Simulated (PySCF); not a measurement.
A survey of $^{29}$Si NMR shifts

Theoretical values (PySCF 2.14): σ from GIAO-PBE0/pcSseg-1, GFN2-xTB structure. No solvent, fast rotation and ring inversion assumed for equivalent nuclei, one computed conformer, no relativistic terms.

Shieldings were converted by a linear fit to measured shifts: $^{29}$Si: δ = 279.94 − 0.822σ (rms 8.9 ppm, 72 shifts, 25.8 ppm with the 6 outliers that the fit left out vs TMS, solution or neat liquid). Occasional misses reach two or three times the rms, and more in compound classes unlike the fitted ones.

Problem. Give the $^{29}$Si shifts of `FC(F)(F)CN([SiH3])[SiH3]`, `FC(F)(F)CN([SiH3])[SiH3]`, `F[SiH2]N[SiH2]CC(F)F`, `FC(F)(F)CN[SiH2][SiH3]`, `FC(F)(F)CN[SiH2][SiH3]`, `C=CCC1=C[Si@@H](C)[SiH2]C1`.

Solution. 
```csv
compound,environment,δ (ppm)
FC(F)(F)CN([SiH3])[SiH3],"silicon bonded to N, 3 H (×2)",-38.2
FC(F)(F)CN([SiH3])[SiH3],"silicon bonded to N, 3 H (×2)",-38.2
[F:1][SiH2:2][NH:3][SiH2:4][CH2:5][CH:6]([F:7])[F:8],"Si2: silicon bonded to F, N, 2 H",-15.3
[F:1][SiH2:2][NH:3][SiH2:4][CH2:5][CH:6]([F:7])[F:8],"Si4: silicon bonded to C, N, 2 H",-40.2
[F:1][C:2]([F:3])([F:4])[CH2:5][NH:6][SiH2:7][SiH3:8],"Si7: silicon bonded to N, Si, 2 H",-43.1
[F:1][C:2]([F:3])([F:4])[CH2:5][NH:6][SiH2:7][SiH3:8],"Si8: silicon bonded to Si, 3 H",-106.8
[F:1][C:2]([F:3])([F:4])[CH2:5][NH:6][SiH2:7][SiH3:8],"Si7: silicon bonded to N, Si, 2 H",-43.1
[F:1][C:2]([F:3])([F:4])[CH2:5][NH:6][SiH2:7][SiH3:8],"Si8: silicon bonded to Si, 3 H",-106.8
[CH2:1]=[CH:2][CH2:3][C:4]1=[CH:5][Si@@H:6]([CH3:7])[SiH2:8][CH2:9]1,"Si6: silicon bonded to 2 C, Si, H, in a 5-membered ring",-34.7
[CH2:1]=[CH:2][CH2:3][C:4]1=[CH:5][Si@@H:6]([CH3:7])[SiH2:8][CH2:9]1,"Si8: silicon bonded to C, Si, 2 H, in a 5-membered ring",-68.0
```
